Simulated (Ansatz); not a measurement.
Steps of a relaxation of C2H6F2Si2 (`C=C[SiH2][SiH](F)F`) with RKS PBE0-D4/def2-TZVP.

```sh
$ ansatz run in.yaml --threads 2 --pin off --events-out ev --progress --plain --max-ram 22528MiB --backend cuda --devices 0, --max-vram 18GiB
```

```yaml
crystal:
  periodic: [false, false, false]
  atoms:
    - {symbol: C, position_ang: [-1.461917, -1.764810, 0.638404]}
    - {symbol: C, position_ang: [-0.766520, -1.113074, -0.315962]}
    - {symbol: Si, position_ang: [0.917225, -0.332914, -0.036988]}
    - {symbol: Si, position_ang: [0.705373, 2.001111, -0.223499]}
    - {symbol: F, position_ang: [2.177234, 2.714368, -0.166254]}
    - {symbol: F, position_ang: [0.068675, 2.328714, -1.697158]}
    - {symbol: H, position_ang: [-2.460118, -2.193336, 0.442393]}
    - {symbol: H, position_ang: [-1.062885, -1.906482, 1.657921]}
    - {symbol: H, position_ang: [-1.217391, -1.000310, -1.320174]}
    - {symbol: H, position_ang: [1.912332, -0.774507, -1.078076]}
    - {symbol: H, position_ang: [1.425177, -0.692339, 1.333385]}
    - {symbol: H, position_ang: [-0.160285, 2.678578, 0.799907]}
basis:
  gaussian: {orbitals: def2-TZVP}
hamiltonian: {xc: pbe0, dispersion: d4}
relax: {f_tol: 0.005, max_steps: 150}
```

Positions (Å) and forces (eV/Å) along the path, 8 of 8 steps:

```xyz
12
step=1 energy=-23353.0309 eV
C    -1.462   -1.765    0.638    0.249    0.220   -0.351
C    -0.767   -1.113   -0.316   -0.449   -0.275    0.274
Si    0.917   -0.333   -0.037    0.009   -0.264    0.005
Si    0.705    2.001   -0.223    0.455    0.751   -0.808
F     2.177    2.714   -0.166   -1.201   -0.533   -0.067
F     0.069    2.329   -1.697    0.519   -0.201    1.180
H    -2.460   -2.193    0.442    0.538    0.236    0.099
H    -1.063   -1.906    1.658   -0.198    0.091   -0.561
H    -1.217   -1.000   -1.320    0.185   -0.096    0.549
H     1.912   -0.775   -1.078   -0.215    0.079    0.220
H     1.425   -0.692    1.333   -0.106    0.097   -0.265
H    -0.160    2.679    0.800    0.215   -0.105   -0.274
12
step=2 energy=-23353.1049 eV
C    -1.447   -1.748    0.631    0.002    0.053   -0.020
C    -0.762   -1.111   -0.320   -0.020   -0.053    0.002
Si    0.916   -0.345   -0.045   -0.078   -0.087   -0.004
Si    0.696    1.982   -0.218    0.368    0.627   -0.636
F     2.148    2.696   -0.151   -0.694   -0.353   -0.048
F     0.068    2.336   -1.671    0.321   -0.188    0.705
H    -2.436   -2.169    0.446    0.146    0.052    0.033
H    -1.051   -1.874    1.640   -0.055    0.004   -0.150
H    -1.213   -1.015   -1.312    0.055   -0.017    0.157
H     1.901   -0.794   -1.072   -0.046    0.030    0.059
H     1.415   -0.682    1.321   -0.031    0.010   -0.066
H    -0.158    2.669    0.786    0.032   -0.078   -0.031
12
step=3 energy=-23353.1255 eV
C    -1.448   -1.738    0.631    0.058   -0.199    0.008
C    -0.761   -1.116   -0.320    0.031    0.166   -0.024
Si    0.904   -0.338   -0.042    0.021   -0.006    0.006
Si    0.708    1.990   -0.224    0.000    0.024   -0.081
F     2.137    2.699   -0.169   -0.041   -0.043    0.009
F     0.083    2.321   -1.657    0.009    0.018    0.018
H    -2.427   -2.167    0.445   -0.074    0.019    0.008
H    -1.040   -1.891    1.625   -0.016    0.056    0.064
H    -1.217   -1.010   -1.302   -0.021   -0.008   -0.053
H     1.892   -0.781   -1.059    0.038   -0.031   -0.025
H     1.395   -0.678    1.320    0.011   -0.020    0.033
H    -0.148    2.655    0.784   -0.017    0.024    0.038
12
step=4 energy=-23353.1258 eV
C    -1.447   -1.739    0.632    0.049   -0.194   -0.001
C    -0.762   -1.117   -0.322    0.030    0.167   -0.040
Si    0.902   -0.338   -0.044    0.015   -0.010    0.009
Si    0.708    1.991   -0.225   -0.001    0.025   -0.077
F     2.138    2.698   -0.166   -0.038   -0.042    0.009
F     0.087    2.326   -1.658    0.009    0.015    0.017
H    -2.426   -2.169    0.449   -0.064    0.021    0.011
H    -1.035   -1.889    1.625   -0.017    0.050    0.072
H    -1.221   -1.012   -1.302   -0.020   -0.009   -0.046
H     1.894   -0.782   -1.058    0.034   -0.030   -0.025
H     1.388   -0.679    1.319    0.019   -0.015    0.035
H    -0.149    2.655    0.783   -0.016    0.022    0.037
12
step=5 energy=-23353.1249 eV rejected
C    -1.434   -1.757    0.623   -0.090    0.212    0.125
C    -0.760   -1.109   -0.323    0.059   -0.087    0.018
Si    0.908   -0.339   -0.043   -0.021    0.032   -0.030
Si    0.696    1.989   -0.229   -0.005   -0.107    0.070
F     2.130    2.677   -0.163    0.102    0.078    0.012
F     0.082    2.341   -1.657   -0.051    0.025   -0.079
H    -2.426   -2.160    0.449   -0.001   -0.082   -0.027
H    -1.047   -1.861    1.634    0.030   -0.080   -0.054
H    -1.215   -1.011   -1.306   -0.014    0.001   -0.042
H     1.896   -0.792   -1.059    0.022   -0.009   -0.018
H     1.403   -0.679    1.318   -0.013   -0.002    0.017
H    -0.156    2.648    0.789   -0.018    0.019    0.009
12
step=6 energy=-23353.1288 eV
C    -1.441   -1.746    0.630    0.014   -0.003    0.002
C    -0.764   -1.110   -0.322    0.007   -0.008    0.004
Si    0.906   -0.339   -0.046   -0.008    0.003   -0.004
Si    0.702    1.991   -0.229    0.009    0.006   -0.016
F     2.135    2.688   -0.162   -0.004   -0.002    0.003
F     0.085    2.341   -1.659    0.000    0.001    0.009
H    -2.425   -2.171    0.451    0.000    0.001    0.002
H    -1.038   -1.877    1.630   -0.011    0.005   -0.007
H    -1.220   -1.014   -1.306   -0.006    0.002    0.001
H     1.898   -0.794   -1.058    0.002   -0.005   -0.001
H     1.391   -0.678    1.319    0.000    0.001    0.003
H    -0.152    2.653    0.786   -0.004   -0.001    0.004
12
step=7 energy=-23353.1288 eV
C    -1.441   -1.744    0.631    0.000    0.000   -0.002
C    -0.763   -1.113   -0.324   -0.007   -0.002   -0.003
Si    0.906   -0.339   -0.050   -0.001    0.000   -0.001
Si    0.703    1.991   -0.229   -0.002   -0.001   -0.002
F     2.135    2.689   -0.157    0.000   -0.001    0.000
F     0.086    2.349   -1.657    0.001    0.002    0.001
H    -2.424   -2.172    0.452    0.002    0.003    0.003
H    -1.042   -1.866    1.634    0.000   -0.002    0.001
H    -1.219   -1.024   -1.309    0.006    0.001    0.003
H     1.897   -0.798   -1.061    0.003    0.000   -0.001
H     1.392   -0.676    1.316   -0.001    0.001    0.000
H    -0.153    2.648    0.789    0.000   -0.002    0.001
12
step=8 energy=-23353.1289 eV
C    -1.441   -1.743    0.631   -0.002    0.001    0.000
C    -0.762   -1.115   -0.325    0.003   -0.003    0.000
Si    0.906   -0.340   -0.051    0.001   -0.002   -0.002
Si    0.702    1.991   -0.229   -0.002    0.000    0.000
F     2.135    2.688   -0.155    0.000   -0.001    0.000
F     0.086    2.351   -1.657    0.000    0.001    0.000
H    -2.425   -2.169    0.454    0.001   -0.002    0.000
H    -1.041   -1.863    1.634   -0.001    0.002    0.001
H    -1.217   -1.028   -1.310   -0.003    0.004    0.001
H     1.897   -0.798   -1.063    0.002    0.000    0.001
H     1.391   -0.675    1.315    0.000    0.001    0.000
H    -0.154    2.645    0.790    0.000   -0.001    0.000
```

It took 14 s on 2 threads of an AMD EPYC 7R13 on a shared host and a share of an NVIDIA H100 80 GB, with 0.89 GiB of host memory at the peak.
